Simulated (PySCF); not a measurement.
CH3Cl3OTi, multiplicity 1. Atoms are numbered in the order given.

```xyz
9

Ti     0.0000     0.0000     0.0876
Cl    -1.8064     1.0429     0.7791
Cl     1.8064     1.0429     0.7791
Cl     0.0000    -2.0858     0.7791
O      0.0000     0.0000    -1.6442
C      0.0000     0.0000    -3.0418
H      0.0000    -1.0446    -3.4201
H     -0.9046     0.5223    -3.4201
H      0.9046     0.5223    -3.4201
```

The structure is a stationary point at PBE-D3(BJ)/def2-SVP. The multiplicity is an assumed one; other spin states were not compared. Other conformers were not sampled.

Level of theory: PBE-D3(BJ)/def2-SVP (PySCF).

Frequencies are harmonic and unscaled.

Modes within 1.5 cm⁻¹ of each other (mostly degenerate sets) share a row, with their intensities summed.

```json
[
 {"mode": "1–2", "ν (cm⁻¹)": "26", "IR (km/mol)": "7.6", "moving atoms (share of kinetic energy)": "C 38 %, Cl 30 %, H 22 %"},
 {"mode": "3", "ν (cm⁻¹)": "62", "IR (km/mol)": "0.0", "moving atoms (share of kinetic energy)": "H 99 %"},
 {"mode": "4–5", "ν (cm⁻¹)": "113", "IR (km/mol)": "0.2", "moving atoms (share of kinetic energy)": "Cl 89 %"},
 {"mode": "6", "ν (cm⁻¹)": "129", "IR (km/mol)": "1.9", "moving atoms (share of kinetic energy)": "Cl 56 %, Ti 23 %, O 10 %, C 8 %"},
 {"mode": "7–8", "ν (cm⁻¹)": "214", "IR (km/mol)": "7.9", "moving atoms (share of kinetic energy)": "O 67 %, Cl 23 %"},
 {"mode": "9", "ν (cm⁻¹)": "372", "IR (km/mol)": "15.6", "moving atoms (share of kinetic energy)": "Cl 85 %"},
 {"mode": "10–11", "ν (cm⁻¹)": "481", "IR (km/mol)": "235.8", "moving atoms (share of kinetic energy)": "Ti 57 %, Cl 43 %"},
 {"mode": "12", "ν (cm⁻¹)": "631", "IR (km/mol)": "53.6", "moving atoms (share of kinetic energy)": "Ti 43 %, C 36 %, H 10 %, O 9 %"},
 {"mode": "13–14", "ν (cm⁻¹)": "1112", "IR (km/mol)": "1.8", "moving atoms (share of kinetic energy)": "H 77 %, C 19 %"},
 {"mode": "15", "ν (cm⁻¹)": "1206", "IR (km/mol)": "422.0", "moving atoms (share of kinetic energy)": "O 61 %, C 36 %"},
 {"mode": "16–17", "ν (cm⁻¹)": "1402", "IR (km/mol)": "16.2", "moving atoms (share of kinetic energy)": "H 97 %"},
 {"mode": "18", "ν (cm⁻¹)": "1408", "IR (km/mol)": "1.5", "moving atoms (share of kinetic energy)": "H 86 %"},
 {"mode": "19", "ν (cm⁻¹)": "2944", "IR (km/mol)": "45.6", "moving atoms (share of kinetic energy)": "H 98 %"},
 {"mode": "20–21", "ν (cm⁻¹)": "3043", "IR (km/mol)": "19.2", "moving atoms (share of kinetic energy)": "H 90 %, C 10 %"}
]
```
